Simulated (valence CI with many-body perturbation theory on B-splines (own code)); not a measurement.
**S¹⁰⁺: key properties**

Calculated by relativistic CI+MBPT: four valence electrons over a frozen Dirac-Fock core [He], radial functions for each j: 9 s, 9 p, 8 d, 6 f, 3 g, 1 h, with the one-electron correlation potential Σ1 (screened to all orders), the two-electron term Σ2, the three-electron term Σ3, Breit, model QED; selected single and double excitations, second order for the rest, scaled by the run's own slope (own B-spline code, finite nucleus).

No measured levels were compared; by estimate levels of excited configurations hold to 0.05 to 0.15 % of their energy, terms of the ground configuration to about 0.5 %. Among the levels kept, up to 320 cm⁻¹ of a level comes from second order outside the variational space, and about a tenth of that is noise between levels of different J, which matters for small intervals.

Rates and lifetimes use the calculated energies. Strong lines usually hold to 10 to 20 %, long lifetimes can be off by a factor of two.

What is the ground level?

2s2 2p2 3P_0, composition 98 % 2s2 2p2 3P.

Name the longest-lived excited levels whose lifetime is computed, and their main decay.

2s2 2p2 3P_1 at 0.64 eV lives 397 ms, mostly by M1 to 2s2 2p2 3P_0; 2s2 2p2 3P_2 at 1.53 eV lives 202 ms, mostly by M1 to 2s2 2p2 3P_1; 2s2 2p2 1D_2 at 8.35 eV lives 8.65 ms, mostly by M1 to 2s2 2p2 3P_2.

How well does LS coupling describe the low levels?

Among the lowest 20 levels the leading LS term, summed over configurations, holds 99 % on average. For single configurations the figures are 98 % in LS and 69 % in jj coupling. Terms hardly mix: every one of these levels is at least 95 % one term.

Where does the other parity begin?

At 2s 2p3 5S°_2, 23.06 eV.

How is the term 3P of the ground level split?

J = 0 at 0.00, J = 1 at 0.64, J = 2 at 1.53 eV.
